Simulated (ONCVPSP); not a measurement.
**Before and after: ONCV potential for tantalum**

| Property | Result |
| --- | --- |
| Element | tantalum (Ta) |
| Generator | ONCVPSP 4.0.1 |
| Type | optimised norm-conserving Vanderbilt (ONCV) |
| Functional | PBE |
| Relativity | scalar-relativistic |
| Frozen core | [Kr] 4d10 4f14 |
| Valence charge | 13 |
| Reference configuration | 5s2 5p6 5d3 (charge +2) |
| Partial waves | 5s: rc 1.85 bohr, ncon 5, nbas 8, qcut 8.3 1/bohr, 3 projectors, debl 1.6 Ha; 5p: rc 2.15 bohr, ncon 4, nbas 8, qcut 5.4 1/bohr, 2 projectors, debl 2.9 Ha; 5d: rc 1.95 bohr, ncon 3, nbas 8, qcut 4.3 1/bohr, 2 projectors, debl 1.5 Ha |
| Local potential | polynomial inside 1.55 bohr (lpopt 2, dvloc0 0 Ha) |
| Core correction | polynomial model core, fcfact 0.55 |

In the s channel the program set the typed energies aside and used -3.254, 0.050, 1.650 Ha.

All-electron outer shells of the reference configuration (PBE, scalar-relativistic, ld1.x):

```csv
shell,level (eV),outermost node (bohr),outermost maximum (bohr)
5p,-54.95,0.58,1.13
4f,-40.27,–,0.44
5d,-18.31,0.65,1.54
```

Change: s: rc 2.12.

Cutoffs: the cutoffs (Ha) at which the residual kinetic energy of the hardest occupied pseudo-wave falls to 1 and 0.1 mHa per electron; they do not see the model core or the augmentation charge, which bear on the density cutoff. Errors are all-electron minus pseudo energies relative to the spin-unpolarised reference configuration.

Predict the effect on cutoff, ghosts and configuration errors.

The potential gets neither clearly harder nor softer (26 Ha and 69 Ha → 26 Ha and 69 Ha); the d channel sets the loose cutoff, while the largest relative change is in s, which becomes softer; of the 4 tests that both files solve, the error grows in 0 and shrinks in 3 by more than 15 % and 0.3 meV (median size 4.7 → 1.9 meV); neither file shows a bound ghost. That the errors move this way runs against the usual rule that smaller radii transfer better.

```tsv
quantity	base	changed
cutoff, loose	26 Ha	26 Ha
cutoff, tight	69 Ha	69 Ha
loose cutoff by channel	s 24 Ha, p 11 Ha, d 26 Ha	s 20 Ha, p 11 Ha, d 26 Ha
bound ghosts	none	none
GHOST(+) flags under 300 eV	none	none
error for 5s2 5p6 5d3 6s2, meV [ΔE -23.44 eV]	+4.1	+1.6
error for 5s2 5p6 5d3 6s1, meV [ΔE -14.97 eV]	+3.1	+2.2
error for 5s2 5p6 5d2, meV [ΔE 23.60 eV]	-18	-18
error for 5s2 5p6 5d2 6s2, meV [ΔE -15.76 eV]	+5.4	+0.1
p: phases at 2.18 bohr within 0.05 rad from the reference energy up to (Ha; the scan ends near 5)	to the end of the scan	to the end of the scan
d: phases at 1.98 bohr within 0.05 rad from the reference energy up to (Ha; the scan ends near 5)	2.7	2.7
rms error of d²Exc/dni dnj with the model core, mHa	0.87	1.32
```
